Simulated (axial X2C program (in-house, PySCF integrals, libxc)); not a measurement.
## Worked dissociation energy of RbSe: HF, scalar-relativistic

Computed with an in-house relativistic program for diatomic molecules. Spin-free means the one-electron spin-free X2C Hamiltonian. Basis: Rb dyall-cv3z [12s13p8d4f1g], Se dyall-cv3z [8s9p6d4f1g] (cores contracted in-house); Gaussian nuclei, density fitting, unrestricted open shells. Masses: Rb 84.912 u, Se 79.917 u.

Molecular state: M_S = 1/2, Λ = 1 (beyond evenly filled blocks: π+α, π+β, π-α).

| Property | Result |
| --- | --- |
| E(Rb) (2M_S = 1, M_L = 0) | -2979.152277 hartree |
| E(Se) (2M_S = 2, M_L = 0) | -2428.147847 hartree |
| E(RbSe) at Re | -5407.352008 hartree |
| ωe | 144.6 cm⁻¹ |
| ωexe | 0.358 cm⁻¹ |

(1) Work out De and D0.

The state is a single determinant with fixed occupations, the lowest that a limited PBE0 search found. Dissociation energies refer to the lowest single-determinant-based atoms at the same level and basis. PBE0 can misorder states that lie within some tenths of an eV, so this need not be the ground state of the molecule. The nearest other spin-free determinant of the search, M_S = 1/2, Λ = 0, lies 0.24 eV up at the distance of the search. Spin-free De lacks the spin–orbit lowering of the heavy p-block atom, a tenth of an eV or more for 4p and 5p, up to an eV for 6p and one to two eV for 7p atoms, less what an open-shell molecule gains itself.

Hartree–Fock lacks correlation and underbinds, often by eV.

Each atomic determinant is the lowest at this level and need not be a pure term. Totals compare only within one Hamiltonian and basis.

Results:

(1) De = -2979.152277 + (-2428.147847) − (-5407.352008) = 0.05188 hartree = 1.412 eV. The zero-point energy is ωe/2 − ωexe/4 = 72 cm⁻¹ = 0.009 eV, so D0 = 1.403 eV.
